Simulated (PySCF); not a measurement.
## How methods differ on the electron affinity of Ir

Ir⁻ [Xe] 4f14 5d8 6s2 (3F) → Ir [Xe] 4f14 5d7 6s2 (4F), as a difference of total energies. Calculation: PySCF 2.14, in x2c-TZVPPall with one added diffuse shell each of s, p, d, f type (12s8p8d4f1g, 113 functions); scalar relativity by spin-free X2C-1e. Correlated levels: valence: [Xe] 4f14 frozen; valence and next inner shell: [Kr] 4d10 4f14 frozen. The calculations carry no spin-orbit coupling.

Q: Order these methods by the electron affinity they give, lowest first.
A. r2SCAN0
B. UHF
C. SCS-MP2 (valence)
D. SCS-MP2 (valence and next inner shell)

A: B (0.039 eV), D (1.461 eV), C (1.545 eV), A (1.607 eV).

A first-order spin-orbit estimate (lowest level to lowest level, LS coupling) adds -0.058 eV.

Errors of the correlated levels include the incompleteness of this basis and the frozen core.

In the anion the highest occupied orbital energy is positive at LDA, PBE, PBE0, r2SCAN, BP86, r2SCAN0, a self-interaction effect; the basis confines that electron, and the energy difference can still be sensible.

For comparison: 1.564 eV (measured; photodetachment measurements, as compiled on the Wikipedia data page of electron affinities).
